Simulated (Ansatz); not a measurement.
Cost and result up the ladder for the cluster Si4N4O2 (10 atoms). Charge 0, multiplicity 1. Geometry: PBE0-D4/def2-SVP.

```
atom   x (Å)   y (Å)   z (Å)
 Si1  -0.711   0.293   0.904
 Si2  -1.412   2.294  -0.140
 Si3   1.412  -2.294   0.140
 Si4   0.711  -0.293  -0.904
  N5   1.743  -1.480  -1.355
  N6  -1.743   1.480   1.355
  N7   0.257  -1.035   0.723
  N8  -0.257   1.035  -0.723
  O9  -1.835   3.571  -0.848
 O10   1.835  -3.571   0.848
```

Ansatz on 4 threads of Arm Neoverse V1 on a shared host. Times are rough, and most runs start from the orbitals of an earlier one. PBE0-D4/def2-TZVPD serves as the yardstick here, not as an exact answer. Differences are given only for rows in sets of like size (and for xTB, whose basis is part of the method), since another set adds its own error. Binding counts from free atoms at the same level (Si triplet, N quartet, O triplet; other spins of the atoms weren't run), without zero-point energy or a counterpoise term.

LC-ωPBE has ω = 0.4 bohr⁻¹. B3LYP takes the VWN-RPA correlation. Correlated methods freeze 26 core orbitals. The rows differ in basis, and correlated rows in double-zeta sets carry the largest basis error. The structure comes from a short search, and lower isomers may exist.

Correlated methods converge slowly with the basis, most of all in double-zeta sets.

```
                         level  functions  wall time
                      HF/6-31G        106      0.9 s
               PBE-D4/def2-SVP        156        2 s
                B3LYP-D4/6-31G        106      2.4 s
              PBE0-D4/def2-SVP        156      3.4 s
             BLYP-D4/def2-TZVP        334      5.5 s
PBE-D4/def2-TZVP (with forces)        334        7 s
             LC-ωPBE/def2-TZVP        334        8 s
             PBE-D4/def2-TZVPD        400      8.5 s
            B3LYP-D4/def2-TZVP        334       12 s
           r2SCAN-D4/def2-TZVP        334       12 s
                 MP2/def2-TZVP        334       13 s
             PBE0-D4/def2-TZVP        334       15 s
            PBE0-D4/def2-TZVPD        400       18 s
              CCSD(T)/def2-SVP        156       44 s
```

(1) Estimate what each level gives for the binding energy per atom (eV).

Answers

(1) 
| level | binding energy per atom (eV) | difference from PBE0-D4/def2-TZVPD (eV) | remarks |
| --- | --- | --- | --- |
| HF/6-31G | 0.72 | – | – |
| PBE-D4/def2-SVP | 4.60 | – | – |
| B3LYP-D4/6-31G | 3.09 | – | – |
| PBE0-D4/def2-SVP | 4.30 | – | – |
| BLYP-D4/def2-TZVP | 4.59 | 0.11 | – |
| PBE-D4/def2-TZVP (with forces) | 4.75 | 0.27 | – |
| LC-ωPBE/def2-TZVP | 4.46 | -0.02 | – |
| PBE-D4/def2-TZVPD | 4.75 | 0.27 | – |
| B3LYP-D4/def2-TZVP | 4.45 | -0.02 | – |
| r2SCAN-D4/def2-TZVP | 4.51 | 0.04 | – |
| MP2/def2-TZVP | 4.56 | 0.08 | – |
| PBE0-D4/def2-TZVP | 4.47 | 0.00 | – |
| PBE0-D4/def2-TZVPD | 4.47 | 0.00 | – |
| CCSD(T)/def2-SVP | 3.78 | – | large T1 (0.024) |
